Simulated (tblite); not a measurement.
A geometry optimisation, step by step.

Species: C₃H₈B₂O₄Si.
Numbering: `[OH:1][B:2]([OH:3])[B:4]1[O:5][CH2:6][O:7][CH:8]=[C:9]1[SiH3:10]` (hydrogens: H11 on O1; H12 on O3; H13, H14 on C6; H15 on C8; H16, H17, H18 on Si10)

Computed with GFN2-xTB (tblite), gas phase: L-BFGS steps from a force-field or distance-geometry start until the largest atomic force falls under 0.01 eV/Å. 6 of its 202 geometries are shown.

Step 0: E = -843.7728 eV, largest atomic force 3.797 eV/Å
```
atom  x, y, z in Å  |  force x, y, z in eV/Å
O1     -1.947   -1.791    1.332   -0.443  -0.932  -3.654
B2     -1.577   -1.174    0.049   -2.869   0.907   1.829
O3     -2.584   -1.098   -0.981    1.539   0.076   0.466
B4     -0.556    0.134    0.180   -0.271   1.279  -0.340
O5     -1.155    1.437    0.296    0.801  -2.575  -0.373
C6     -0.301    2.506    0.181    0.268   0.084   0.386
O7      0.888    2.268   -0.526    1.457   1.110  -0.694
C8      1.646    1.114   -0.445   -2.619  -0.502   0.972
C9      0.978   -0.005   -0.096   -0.088   0.796   0.283
Si10    1.814   -1.633    0.054    0.243  -0.933   0.297
H11    -2.647   -2.477    1.112    0.975   1.226   0.680
H12    -2.420   -0.372   -1.632   -0.163  -1.156   0.975
H13    -0.834    3.325   -0.336    0.285  -0.208  -0.186
H14    -0.091    2.872    1.209    0.327  -0.043  -0.035
H15     2.690    1.108   -0.659    0.256   0.771  -0.361
H16     3.239   -1.379   -0.161    0.108  -0.097   0.013
H17     1.296   -2.566   -0.956    0.056   0.023  -0.064
H18     1.553   -2.262    1.368    0.138   0.175  -0.195
```

Step 40: E = -845.0174 eV, largest atomic force 0.103 eV/Å
```
atom  x, y, z in Å  |  force x, y, z in eV/Å
O1     -1.849   -1.901    1.135   -0.008   0.008   0.000
B2     -1.782   -1.024    0.107    0.009   0.011  -0.027
O3     -2.643   -1.274   -0.932    0.000  -0.020  -0.011
B4     -0.658    0.242    0.152   -0.010  -0.007   0.012
O5     -1.094    1.528    0.143   -0.049   0.020   0.025
C6     -0.174    2.577    0.187   -0.004  -0.007   0.002
O7      1.004    2.355   -0.537    0.006   0.046  -0.002
C8      1.544    1.110   -0.408    0.001   0.003  -0.040
C9      0.886    0.027    0.026    0.060  -0.004   0.025
Si10    1.777   -1.616    0.124    0.043  -0.093  -0.013
H11    -2.517   -2.582    1.015    0.022  -0.003  -0.013
H12    -2.623   -0.661   -1.664   -0.016   0.001   0.024
H13    -0.642    3.470   -0.244    0.023  -0.018   0.003
H14     0.086    2.772    1.246   -0.015  -0.017   0.001
H15     2.571    1.120   -0.753    0.016   0.023  -0.009
H16     3.205   -1.360   -0.133   -0.056  -0.026   0.025
H17     1.278   -2.529   -0.913   -0.009   0.014   0.014
H18     1.622   -2.249    1.436   -0.012   0.068  -0.015
```

Step 80: E = -845.0337 eV, largest atomic force 0.043 eV/Å
```
atom  x, y, z in Å  |  force x, y, z in eV/Å
O1     -1.612   -2.016    0.969    0.010  -0.012  -0.002
B2     -1.728   -1.028    0.050   -0.001   0.009  -0.003
O3     -2.648   -1.256   -0.941   -0.032   0.029  -0.003
B4     -0.670    0.288    0.149   -0.002   0.000  -0.003
O5     -1.104    1.575    0.144   -0.003  -0.002   0.009
C6     -0.155    2.600    0.189    0.004  -0.006  -0.014
O7      0.984    2.368   -0.587    0.026  -0.002   0.009
C8      1.530    1.122   -0.449    0.019  -0.005   0.019
C9      0.874    0.060    0.036   -0.005  -0.001  -0.001
Si10    1.683   -1.620    0.214   -0.006   0.005  -0.007
H11    -2.208   -2.754    0.820   -0.001   0.004  -0.004
H12    -2.768   -0.560   -1.583    0.007  -0.016   0.017
H13    -0.610    3.518   -0.200   -0.017   0.000   0.000
H14     0.147    2.754    1.244   -0.013  -0.021  -0.008
H15     2.548    1.125   -0.819    0.006  -0.013  -0.007
H16     3.107   -1.492   -0.131   -0.008   0.015   0.004
H17     1.064   -2.576   -0.710    0.012  -0.008  -0.002
H18     1.558   -2.103    1.591    0.004   0.024  -0.004
```

Step 121: E = -845.0549 eV, largest atomic force 0.033 eV/Å
```
atom  x, y, z in Å  |  force x, y, z in eV/Å
O1     -1.416   -2.232    0.504    0.003  -0.005   0.021
B2     -1.755   -1.042   -0.048    0.005  -0.025  -0.021
O3     -2.982   -1.003   -0.657    0.005   0.021   0.003
B4     -0.647    0.233    0.048    0.013   0.008  -0.008
O5     -1.095    1.517   -0.009   -0.015   0.015  -0.011
C6     -0.168    2.558    0.080   -0.009   0.019   0.003
O7      1.038    2.331   -0.589    0.001  -0.002  -0.007
C8      1.583    1.093   -0.390   -0.005  -0.010   0.012
C9      0.900    0.025    0.044    0.011   0.009   0.011
Si10    1.754   -1.617    0.324   -0.004  -0.016  -0.011
H11    -2.089   -2.911    0.414    0.001  -0.004  -0.007
H12    -3.232   -0.162   -1.034    0.002  -0.007   0.019
H13    -0.605    3.456   -0.368   -0.015   0.023  -0.016
H14     0.040    2.744    1.152    0.007  -0.001   0.023
H15     2.631    1.105   -0.666   -0.004  -0.013  -0.019
H16     3.158   -1.456   -0.090    0.019   0.005   0.019
H17     1.162   -2.684   -0.478    0.001  -0.011  -0.013
H18     1.716   -1.948    1.751   -0.017  -0.008   0.002
```

Step 161: E = -845.0786 eV, largest atomic force 0.029 eV/Å
```
atom  x, y, z in Å  |  force x, y, z in eV/Å
O1     -1.213   -2.265    0.208    0.000   0.023  -0.017
B2     -1.726   -1.035   -0.037    0.009   0.002  -0.003
O3     -3.059   -0.993   -0.346   -0.003  -0.007   0.004
B4     -0.655    0.271    0.047   -0.003  -0.004   0.001
O5     -1.094    1.557   -0.046   -0.007  -0.003  -0.005
C6     -0.140    2.578    0.004    0.004   0.004  -0.005
O7      1.038    2.308   -0.697    0.011   0.004   0.002
C8      1.573    1.071   -0.458    0.000  -0.003   0.009
C9      0.884    0.041    0.049    0.002  -0.002   0.004
Si10    1.683   -1.623    0.377    0.011   0.001  -0.010
H11    -1.846   -2.984    0.137    0.004  -0.002   0.009
H12    -3.416   -0.124   -0.516    0.007  -0.007   0.008
H13    -0.569    3.482   -0.442    0.001   0.003  -0.012
H14     0.106    2.768    1.068   -0.006   0.003   0.010
H15     2.610    1.050   -0.772   -0.008   0.004   0.004
H16     3.138   -1.385    0.445   -0.018  -0.001  -0.005
H17     1.433   -2.575   -0.705   -0.007  -0.007   0.001
H18     1.242   -2.138    1.673    0.001  -0.008   0.007
```

Step 201: E = -845.0819 eV, largest atomic force 0.009 eV/Å
```
atom  x, y, z in Å  |  force x, y, z in eV/Å
O1     -1.157   -2.250    0.123    0.002   0.001   0.001
B2     -1.719   -1.029   -0.047    0.004  -0.001   0.002
O3     -3.074   -1.016   -0.240    0.003   0.004   0.002
B4     -0.659    0.285    0.014    0.003   0.002  -0.003
O5     -1.088    1.573   -0.100    0.000   0.001   0.005
C6     -0.137    2.596   -0.032    0.004   0.001  -0.004
O7      1.078    2.317   -0.662    0.005  -0.004  -0.002
C8      1.592    1.072   -0.413   -0.001  -0.005   0.002
C9      0.877    0.041    0.054   -0.001  -0.002   0.005
Si10    1.649   -1.639    0.365   -0.005   0.002   0.007
H11    -1.770   -2.988    0.092   -0.001   0.000  -0.001
H12    -3.465   -0.153   -0.358   -0.004  -0.001  -0.002
H13    -0.545    3.485   -0.526   -0.002   0.002  -0.001
H14     0.051    2.820    1.038   -0.004  -0.006  -0.001
H15     2.640    1.046   -0.688   -0.004   0.007   0.000
H16     3.103   -1.409    0.459    0.003   0.001  -0.004
H17     1.418   -2.571   -0.738    0.001   0.000   0.000
H18     1.196   -2.176    1.648   -0.002   0.001  -0.007
```

**Question.** Summarise the path.

**Answer.** The energy falls by 126.31 kJ/mol from step 0 to step 201; nine tenths of that is first reached at step 10. It falls at every step. The largest force goes from 3.797 to 0.009 eV/Å. Among the bonds O1–B2 changes most, from 1.471 to 1.355 Å; the atoms move by 0.722 Å rms after alignment.

The cost below is that of the whole relaxation. The run took 2.8 s of wall time on one thread of an Arm Neoverse N1, on a shared host.
